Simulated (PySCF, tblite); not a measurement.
Isomers of C5H5ClO2Si, one GFN2-xTB conformer each. Single-point energies are computed at PBE0/pcSseg-1 (PySCF, gas phase, no added dispersion term), electronic only.

```
                  SMILES  GFN2-xTB relative energy (kcal/mol)
  O=C(Cl)c1cc([SiH3])co1                                 12.8
O=C1C=C([SiH2]Cl)C(=O)C1                                  0.0
O=C1C=C(Cl)C(=O)[SiH2]C1                                 41.9
  O=C(Cl)c1ccc([SiH3])o1                                 11.2
```

Conformers: `[O:1]=[C:2]([Cl:3])[c:4]1[cH:5][c:6]([SiH3:7])[cH:8][o:9]1` with O1–C2–C4–C5 0°; `[O:1]=[C:2]1[CH:3]=[C:4]([SiH2:5][Cl:6])[C:7](=[O:8])[CH2:9]1` with C3–C4–Si5–Cl6 0°; `[O:1]=[C:2]1[CH:3]=[C:4]([Cl:5])[C:6](=[O:7])[SiH2:8][CH2:9]1` with O1–C2–C3–C4 -146°, C3–C4–C6–O7 -179°, C4–C6–Si8–C9 -26°, C6–Si8–C9–C2 53°; `[O:1]=[C:2]([Cl:3])[c:4]1[cH:5][cH:6][c:7]([SiH3:8])[o:9]1` with O1–C2–C4–C5 0°.

**Question.** What does PBE0/pcSseg-1 give for the same structures?

**Answer.** 
| SMILES | PBE0/pcSseg-1 E (Eh) | PBE0/pcSseg-1 (kcal/mol) | GFN2-xTB (kcal/mol) | point group |
| --- | --- | --- | --- | --- |
| O=C1C=C([SiH2]Cl)C(=O)C1 | -1092.98852 | 0.0 | 0.0 | Cs |
| O=C(Cl)c1cc([SiH3])co1 | -1092.93500 | 33.6 | 12.8 | Cs |
| O=C(Cl)c1ccc([SiH3])o1 | -1092.93398 | 34.2 | 11.2 | Cs |
| O=C1C=C(Cl)C(=O)[SiH2]C1 | -1092.92416 | 40.4 | 41.9 | C1 |

Both levels put the same isomer lowest; measured from each level's own lowest isomer, the values differ by up to 23.0 kcal/mol (O=C(Cl)c1ccc([SiH3])o1: 11.2 against 34.2). Neighbours under 2.5 kcal/mol apart (O=C(Cl)c1cc([SiH3])co1 and O=C(Cl)c1ccc([SiH3])o1) can change places with a better method, another conformer or zero-point energy.

**Question.** Which frontier levels, dipoles and rotational constants go with these structures?

**Answer.** 
```json
{"SMILES": "O=C1C=C([SiH2]Cl)C(=O)C1", "HOMO (eV, PBE0/pcSseg-1)": "-7.63", "LUMO (eV)": "-3.10", "dipole (D)": "0.80", "A, B, C (MHz)": "1970, 729.9, 537.8"}
{"SMILES": "O=C(Cl)c1cc([SiH3])co1", "HOMO (eV, PBE0/pcSseg-1)": "-7.70", "LUMO (eV)": "-2.22", "dipole (D)": "4.40", "A, B, C (MHz)": "3614, 552.7, 482.0"}
{"SMILES": "O=C(Cl)c1ccc([SiH3])o1", "HOMO (eV, PBE0/pcSseg-1)": "-7.59", "LUMO (eV)": "-2.29", "dipole (D)": "4.60", "A, B, C (MHz)": "2338, 693.1, 537.9"}
{"SMILES": "O=C1C=C(Cl)C(=O)[SiH2]C1", "HOMO (eV, PBE0/pcSseg-1)": "-7.64", "LUMO (eV)": "-3.08", "dipole (D)": "2.24", "A, B, C (MHz)": "1697, 983.2, 650.8"}
```

**Question.** What happens when harmonic zero-point energies from GFN2-xTB frequencies are added?

**Answer.** 
| SMILES | ZPE (kcal/mol) | electronic (kcal/mol) | with ZPE (kcal/mol) |
| --- | --- | --- | --- |
| O=C1C=C([SiH2]Cl)C(=O)C1 | 52.9 | 0.0 | 0.0 |
| O=C(Cl)c1cc([SiH3])co1 | 51.6 | 33.6 | 32.2 |
| O=C(Cl)c1ccc([SiH3])o1 | 51.5 | 34.2 | 32.8 |
| O=C1C=C(Cl)C(=O)[SiH2]C1 | 52.5 | 40.4 | 40.0 |

The zero-point energies span 1.4 kcal/mol. The order is unchanged.
